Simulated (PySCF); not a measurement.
How methods differ on the excitation energy of Fe

Fe [Ar] 3d6 4s2 (5D) → Fe [Ar] 3d5 4s2 5s1 (7S), as a difference of total energies. All numbers are calculated (PySCF 2.14, scalar relativity by spin-free X2C-1e, in aug-cc-pVDZ-DK (7s6p4d2f, 59 functions)). Correlated levels: valence: [Ar] frozen. The calculations carry no spin-orbit coupling.

```csv
method,excitation energy (eV)
UHF,6.112
LDA,8.871
PBE,8.785
PBE0,8.347
M06,8.108
r2SCANh,8.396
BHandHLYP,7.998
HSE06,8.380
MP2 (valence),7.476
SCS-MP2 (valence),7.545
```

**Question.** How much does correlation contribute at MP2 (valence)?

**Answer.** 7.476 − (6.112) = 1.364 eV, measured against UHF.

A first-order spin-orbit estimate (lowest level to lowest level, LS coupling) adds 0.053 eV.

The upper state lies above the first ionisation limit, where it may autoionise and the basis confines it. A Rydberg-like electron needs more diffuse functions than a valence basis has.

The promoted electron is Rydberg-like, and one or two diffuse shells describe it only roughly, which tends to raise the upper state.
